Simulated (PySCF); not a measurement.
One of the candidates below gave these computed data.

All candidates are C7H10NP.

- 1H NMR: chemical shifts (computed TMS as zero) by class: 8.91 (1 H), 7.67 (1 H), 7.53 (1 H), 6.91 (1 H), 3.29 (6 H) ppm [GIAO PBE0/pcSseg-1]
- Rotational structure: rotational constants A, B, C: 2.614, 1.153, 0.808 GHz [GFN2-xTB]
- 13C NMR: chemical shifts (computed TMS as zero) by class: 181.3 (1 C), 162.9 (1 C), 135.9 (1 C), 127.1 (1 C), 115.6 (1 C), 44.3 (2 C) ppm [GIAO PBE0/pcSseg-1]
- NMR, other nuclei: isotropic shieldings of nuclei other than C and H, by class: 177 (1 N), 182 (1 P) ppm [GIAO PBE0/pcSseg-1]
- Dipole: 2.73 D [PBE0/pcSseg-1]

The electronic properties come from PySCF, for the isolated species, density fitting. Levels stand in brackets. Isolated species at its GFN2-xTB geometry, gas phase. GFN2-xTB frequencies show an imaginary mode (44i cm⁻¹), so this geometry is no minimum at that level. NMR values are class means; diastereotopic atoms form classes of their own.

Problem. Which candidate is it?
A. `Cc1c[nH]c(C2CC2)p1`
B. `C#C[P@]1(=N)C[C@H](C=C)C1`
C. `CN(C)c1ccccp1`
D. `Cc1cn(C2CC2)cp1`

Solution. C. It is `CN(C)c1ccccp1`. Numbering: `[CH3:1][N:2]([CH3:3])[c:4]1[cH:5][cH:6][cH:7][cH:8][p:9]1`. 7 carbons fall into 6 classes; from least to most shielded: aromatic carbon bearing nitrogen [C4] (181.3 ppm), aromatic CH carbon [C8] (162.9 ppm), aromatic CH carbon [C6] (135.9 ppm), aromatic CH carbon [C7] (127.1 ppm), aromatic CH carbon [C5] (115.6 ppm), N-methyl carbon [C1/C3] (44.3 ppm, 2 C, up to 5.0 ppm apart in this geometry). Hydrogen classes from least to most shielded: 1 H on an aromatic CH carbon, C8 (8.91 ppm), 1 H on an aromatic CH carbon, C6 (7.67 ppm), 1 H on an aromatic CH carbon, C7 (7.53 ppm), 1 H on an aromatic CH carbon, C5 (6.91 ppm), 6 H on 2 N-methyl carbons, C1/C3 (3.29 ppm). The other shieldings belong to: 177 ppm, aniline-type nitrogen [N2]; 182 ppm, phosphorus bonded to 2 C [P9]. The optimised geometry has point group Cs and is an asymmetric top.

The others, at the same levels:
- `Cc1c[nH]c(C2CC2)p1` fails: its computed 13C shifts are 183.7 (1 C), 148.7 (1 C), 124.6 (1 C), 20.4 (2 C), 18.5 (1 C), 16.5 (1 C) ppm, 1H shifts are 8.57 (1 H), 7.08 (1 H), 2.52 (3 H), 1.49 (1 H), 1.23 (2 H), 0.75 (2 H) ppm and rotational constant A is 3.567 GHz (against 2.614 GHz).
- `Cc1cn(C2CC2)cp1` fails: its computed 13C shifts are 161.7 (1 C), 151.9 (1 C), 133.2 (1 C), 33.5 (1 C), 18.2 (1 C), 9.5 (2 C) ppm, 1H shifts are 8.09 (1 H), 7.30 (1 H), 3.43 (1 H), 2.56 (3 H), 0.99 (2 H), 0.89 (2 H) ppm and rotational constant A is 3.095 GHz (against 2.614 GHz).
- `C#C[P@]1(=N)C[C@H](C=C)C1` fails: its computed 13C shifts are 153.2 (1 C), 118.4 (1 C), 94.3 (1 C), 87.2 (1 C), 55.8 (2 C), 31.1 (1 C) ppm, 1H shifts are 6.84 (1 H), 5.22 (1 H), 5.18 (1 H), 2.92 (2 H), 2.67 (2 H), 2.55 (1 H), 2.22 (1 H), 1.82 (1 H) ppm and rotational constant A is 2.262 GHz (against 2.614 GHz).

Each candidate is one conformer, not necessarily the lowest. The conformers computed, where there is a choice (atom-mapped SMILES and torsion angles):
- `[CH3:1][N:2]([CH3:3])[c:4]1[cH:5][cH:6][cH:7][cH:8][p:9]1`: C1–N2–C4–C5 180°
- `[CH3:1][c:2]1[cH:3][nH:4][c:5]([CH:6]2[CH2:7][CH2:8]2)[p:9]1`: N4–C5–C6–C7 145°
- `[CH3:1][c:2]1[cH:3][n:4]([CH:5]2[CH2:6][CH2:7]2)[cH:8][p:9]1`: C3–N4–C5–C6 -57°
- `[CH:1]#[C:2][P@:3]1(=[NH:4])[CH2:5][C@H:6]([CH:7]=[CH2:8])[CH2:9]1`: C5–C6–C7–C8 129°
